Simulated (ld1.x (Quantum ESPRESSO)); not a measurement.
**u(r) = r·R(r): atom against pseudo-atom (Mo)**

Columns: radius, all-electron u(r) and pseudo u(r) of the 4p shell (level -45.41 eV) of molybdenum in the configuration [Ar] 3d10 4s2 4p6 4d5 5s0 5p0; BP86, scalar-relativistic, TM semilocal scheme, ld1.x (Quantum ESPRESSO) 7.5.

```
r (bohr)  all-electron  pseudo
   0.105        0.2896  0.0170
   0.210       -0.2812  0.0678
   0.315       -0.5332  0.1520
   0.420       -0.3560  0.2683
   0.525        0.0059  0.4127
   0.630        0.3743  0.5755
   0.735        0.6686  0.7393
   0.840        0.8680  0.8804
   0.945        0.9789  0.9764
   1.050        1.0184  1.0165
   1.155        1.0056  1.0054
   1.260        0.9582  0.9582
   1.365        0.8899  0.8899
   1.470        0.8109  0.8109
   1.575        0.7284  0.7284
   1.680        0.6470  0.6470
   1.785        0.5697  0.5697
   1.890        0.4980  0.4980
   1.995        0.4330  0.4330
   2.100        0.3747  0.3747
   2.205        0.3229  0.3229
   2.310        0.2773  0.2773
   2.415        0.2376  0.2376
   2.520        0.2030  0.2030
   2.625        0.1731  0.1731
   2.730        0.1473  0.1473
```

**Question.** How many radial nodes do the two functions have?

**Answer.** The all-electron 4p function has n − l − 1 = 2; the pseudo-wave has 0, since the states of the same l below it are removed with the core.

**Question.** At about which radius was the pseudo-wave matched?

**Answer.** 1.30 bohr. The columns agree to 0.0005 from 1.16 bohr on; several derivatives are matched, so the curves merge somewhat inside the radius.

**Question.** Is the pseudo-wave norm-conserving?

**Answer.** Yes: the TM semilocal scheme keeps the norm inside the radius equal to the all-electron one, which fixes the energy derivative of the logarithmic derivative at the level.
